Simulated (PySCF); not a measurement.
Be(H)(GeH3) (BeGeH₄), SMILES [BeH][GeH3].

The structure is a stationary point at B3LYP-D3(BJ)/def2-TZVP.

These are PBE0/def2-TZVPD run with PySCF values and carry that method's errors.

Gas-phase values at a fixed geometry.

```
Quantity                                                                                                       Result
---------------------------------------------------------------------------------------------  ----------------------
total energy                                                                                      -2093.82504 hartree
point group                                                                                                       C3v
highest occupied level                                                                                       -7.91 eV
lowest empty level                                                                                           -1.38 eV
orbital gap                                                                                                   6.53 eV
dipole moment                                                                                                  0.51 D
quadrupole, principal values (traceless, Buckingham form, about the centre of nuclear charge)   -5.25, 2.62, 2.62 D·Å
mean static polarisability                                                                       54.2 bohr³ (8.03 Å³)
polarisability, principal values                                                               50.5, 50.5, 61.6 bohr³
```
